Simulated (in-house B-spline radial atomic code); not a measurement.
**Ionising S VIII (S7+) with different functionals**

Computed with a radial B-spline atomic code at the basis-set limit: four-component Dirac-Coulomb Hamiltonian, Fermi nucleus of rms radius 3.2611 fm, spin-restricted, spherical fractional occupations for the functionals. The ionisation energy is the difference of two self-consistent energies, [He] 2s2 2p5 → [He] 2s2 2p4, without Breit or QED terms; ε is the level of the shell that loses the electron (mean over j). The electron is taken from both j subshells in proportion to 2j + 1, so the result is a j average, not the step between ground levels.

Hybrids are left out here: with spherical fractional occupations of an open shell their exact exchange keeps a self-interaction that integer-occupation calculations don't have.

| method | rung | ΔSCF (eV) | -ε(2p) (eV) |
| --- | --- | --- | --- |
| LDA VWN5 | LDA | 333.13 | 307.32 |
| relativistic LDA | LDA | 333.03 | 307.22 |
| LDA PW92 | LDA | 333.12 | 307.31 |
| LDA exchange-only | LDA | 330.69 | 304.89 |
| PBE | GGA | 333.29 | 307.45 |
| PBEsol | GGA | 332.94 | 307.13 |
| BLYP | GGA | ? | ? |
| RPBE | GGA | 333.23 | 307.40 |
| PW91 | GGA | 333.60 | 307.75 |
| BP86 | GGA | 333.48 | 307.63 |
| AM05 | GGA | ? | ? |
| OLYP | GGA | 334.10 | 308.30 |

Q: What does AM05 give?

A: ΔSCF 332.82 eV, and -ε(2p) = 307.02 eV.

Q: What does BLYP give?

A: ΔSCF 333.44 eV, and -ε(2p) = 307.58 eV.

Q: How do they compare with the NIST value?

A: NIST lists 328.79 eV ± 0.007 (measured, ground level to ground level). Errors run from +1.90 to +5.31 eV. The correlated functionals all miss on the same side by more than they spread, so the cause is common to them (Breit-QED terms, spin polarisation, the choice among j levels, multiplet and fine-structure energies, or a listed next ion that isn't the cheapest removal here) and closeness doesn't rank the functionals.
